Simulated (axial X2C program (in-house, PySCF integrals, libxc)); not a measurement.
**Curves of CsCa by EOM-EA-CCSD**

Calculated with an axial X2C code built on PySCF integrals: two-component X2C with atomic mean-field Coulomb and Gaunt terms, Gaussian nuclei, basis Cs dyall-acv3z, Ca dyall-acv3z with contracted cores.

Energies in eV from the lowest point of the lowest state; states are followed by energy order within each Ω. Reference: CsCa⁺, 18 electrons correlated in 84 virtual spinors with an MP2 remainder; levels at this size can be off by some tenths of an eV. Masses 132.905 and 39.963 u.

```csv
R (Å),(1)Ω=1/2,(2)Ω=1/2,(1)Ω=3/2,(3)Ω=1/2,(4)Ω=1/2,(2)Ω=3/2,(5)Ω=1/2
4.295,0.0435,0.5799,0.5978,1.0181,1.5273,1.5500,1.5731
4.481,0.0137,0.6240,0.6410,0.9866,1.4961,1.5191,1.5740
4.668,0.0007,0.6830,0.6994,0.9782,1.4817,1.5049,1.5851
4.878,0.0000,0.7617,0.7779,0.9893,1.4807,1.5040,1.6061
5.088,0.0066,0.8461,0.8626,1.0142,1.4893,1.5125,1.6300
5.368,0.0190,0.9585,0.9762,1.0586,1.5088,1.5313,1.6605
```

No minimum in range: (2)Ω=1/2, (1)Ω=3/2, (5)Ω=1/2; the order of states may turn beyond it. T1 of the reference reaches 0.010 (Lee–Taylor). Curves followed by order can swap character. Number of frozen shells: Cs 4 s, 3 p, 2 d; Ca 2 s, 1 p. Roots with under 60 % one-particle weight at any point are counted in the labels but not shown, and the list ends where the roots sought for some Ω run out; states that need a further excitation are missing and may lie low or lowest. Curves with a minimum but no constants failed the fit check.
